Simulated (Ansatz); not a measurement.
The cluster VO4H3, relaxed as a singlet with RKS r2SCAN-D4/def2-SVP in Ansatz, starting from the GFN1-xTB geometry. Force threshold 0.02 eV/Å.

The structure holds one bond between oxygen atoms, so isomers without such links may lie far lower. The restricted singlet is unstable towards broken spin symmetry in Hartree–Fock (as tested in another run); at r2SCAN-D4/def2-SVP this wasn't settled. The structure comes from a short search, and lower isomers may exist.

Start:

```xyz
8

V    -0.5386   -0.1796    0.1443
O    -0.4027   -0.0509   -1.5614
O     0.7413   -0.6338   -1.1493
O    -0.8833   -1.5572    0.7295
O     0.5303    0.7393    1.0114
H     1.3976    0.0903   -1.1835
H     1.0596    0.9901    1.7667
H    -1.9042    0.6018    0.2423
```

```csv
step,energy (eV),largest force component (eV/Å),SCF passes
1,-33909.8801,4.620,32
2,-33910.6590,2.008,43
3,-33910.8944,0.425,42
4 (rejected),-33910.8278,1.497,42
5,-33910.9466,0.195,35
6,-33910.9744,0.366,35
7,-33910.9838,1.183,42
8,-33910.9921,0.358,36
9,-33910.9983,0.105,35
10,-33911.0031,0.087,36
11,-33911.0035,0.008,37
```

Force components are those of the run's own axes.

End:

| atom | x (Å) | y (Å) | z (Å) |
| --- | --- | --- | --- |
| V1 | -0.396 | -0.158 | 0.234 |
| O2 | -0.542 | -0.102 | -1.614 |
| O3 | 0.789 | -0.674 | -1.342 |
| O4 | -0.864 | -1.469 | 0.940 |
| O5 | 0.605 | 0.938 | 1.174 |
| H6 | 1.388 | 0.060 | -1.581 |
| H7 | 0.833 | 0.807 | 2.106 |
| H8 | -1.814 | 0.597 | 0.083 |

By distances, no bond broke or formed. The bond that changes most is V1–O3, from 1.88 to 2.04 Å (atoms count from 1).

No frequencies were taken in this run, so the end may be a saddle point.

Hardware: 4 threads of Arm Neoverse V2 on a shared host. Wall time 25 s.
